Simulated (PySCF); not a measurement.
**How methods differ on the ionisation energy of Mn**

Mn [Ar] 3d5 4s2 (6S) → Mn⁺ [Ar] 3d5 4s1 (7S), as a difference of total energies. Calculation: PySCF 2.14, in cc-pVDZ-DK (6s5p3d1f, 43 functions); the spin-free X2C one-electron Hamiltonian (Gaussian nucleus). Correlated levels: valence: [Ar] frozen. The calculations carry no spin-orbit coupling.

```tsv
method	ionisation energy (eV)	error (eV)
UHF	6.032	-1.402
M06-L	7.617	+0.183
LDA	7.568	+0.134
MP2 (valence)	6.909	-0.525
SCS-MP2 (valence)	7.093	-0.341
```

Reference: 7.434 eV (measured; NIST Atomic Spectra Database, ionization energies).

Errors of the correlated levels include the incompleteness of this basis and the frozen core.

MP2 underrates the near-degeneracy of ns² with np² in the lower species.
